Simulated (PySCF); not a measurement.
C5H4FN.
Structure used (GFN2-xTB), in Å, numbered top down from 1:
```xyz
11
C5H4FN angstrom
N      2.8726   -0.4082    0.2656
C      1.8216   -0.1812   -0.1215
C      0.4907    0.0936   -0.5876
C     -0.6044   -0.9003   -0.0800
C     -1.2196    0.2756    0.6403
C     -0.2864    1.1125    0.2101
F     -0.0437    2.4110    0.3648
H      0.5039    0.2575   -1.6678
H     -0.2255   -1.6911    0.5651
H     -1.2129   -1.3312   -0.8725
H     -2.0908    0.3645    1.2576
```

Closed-shell single points with PySCF (density fitting; grid level 2 and gas phase unless stated) on one GFN2-xTB geometry.

Problem. Rank these settings by the number of (spherical) basis functions, lowest first.
A. CAM-B3LYP/pcSseg-1, start guess atom
B. CAM-B3LYP/def2-SVPD
C. wB97X/pcSseg-0
D. PBE0/6-311+G(2d,p), energy threshold 1e-07 Eh
E. B97-D/aug-cc-pVDZ, fitting basis def2-qzvpp-jkfit
F. mPW1PW91/IGLO-II

Solution. C (71), A (139), B (175), F (178), E (197), D (213).

Problem. Rank these settings by the HOMO–LUMO gap, lowest first.
A. HSE06/pcSseg-1, grid level 1, damping 0.2 at the start, DIIS from the seventh cycle
B. mPW1PW91/IGLO-II
C. B97-D/aug-cc-pVDZ, fitting basis def2-qzvpp-jkfit
D. CAM-B3LYP/pcSseg-1, start guess atom
E. wB97X/pcSseg-0

Solution. C (5.52 eV), A (7.03 eV), B (7.79 eV), D (10.34 eV), E (12.53 eV).

All figures of these runs:

| settings | basis functions | SCF cycles | E (Eh) | HOMO (eV) | LUMO (eV) | dipole (D) |
| --- | --- | --- | --- | --- | --- | --- |
| CAM-B3LYP/pcSseg-1, start guess atom | 139 | 11 | -347.2641 | -9.33 | 1.01 | 4.21 |
| B97-D/aug-cc-pVDZ, fitting basis def2-qzvpp-jkfit | 197 | 12 | -347.2537 | -6.71 | -1.19 | 4.26 |
| mPW1PW91/IGLO-II | 178 | 14 | -347.4561 | -7.97 | -0.18 | 4.23 |
| CAM-B3LYP/def2-SVPD | 175 | 14 | -347.0538 | -9.40 | 0.83 | 4.40 |
| PBE0/6-311+G(2d,p), energy threshold 1e-07 Eh | 213 | 9 | -347.1663 | -8.01 | -0.31 | 4.38 |
| wB97X/pcSseg-0 | 71 | 14 | -346.5793 | -10.46 | 2.07 | 4.25 |
| HSE06/pcSseg-1, grid level 1, damping 0.2 at the start, DIIS from the seventh cycle | 139 | 19 | -347.0582 | -7.60 | -0.57 | 4.20 |

B97-D ran without the empirical dispersion term, which would shift the total energy alone. Cycle counts include a coarse-grid stage where the run had one. All basis functions are spherical, in the Pople sets too.
